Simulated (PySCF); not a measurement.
## Re⁺: ionisation energy

Re⁺ [Xe] 4f14 5d5 6s1 (7S) → Re²⁺ [Xe] 4f14 5d5 (6S), as a difference of total energies. Computed with PySCF 2.14 in aug-cc-pVTZ-PP with ECP60MDF (6s6p5d3f2g, 88 functions), with a scalar-relativistic core potential. Correlated levels: valence: 5s2 5p6 frozen. The calculations carry no spin-orbit coupling.

| method | ionisation energy (eV) |
| --- | --- |
| UHF | 15.728 |
| MP2 (valence) | 16.356 |
| SCS-MP2 (valence) | 15.937 |
| CCSD (valence) | 16.388 |
| CCSD(T) (valence) | 16.415 |

**Question.** How much does correlation contribute at CCSD(T) (valence)?

**Answer.** 16.415 − (15.728) = 0.687 eV, measured against UHF.

Errors of the correlated levels include the incompleteness of this basis and the frozen core.

For comparison: 16.6 ± 0.5 eV (semi-empirical (NIST evaluation); NIST Atomic Spectra Database, ionization energies).
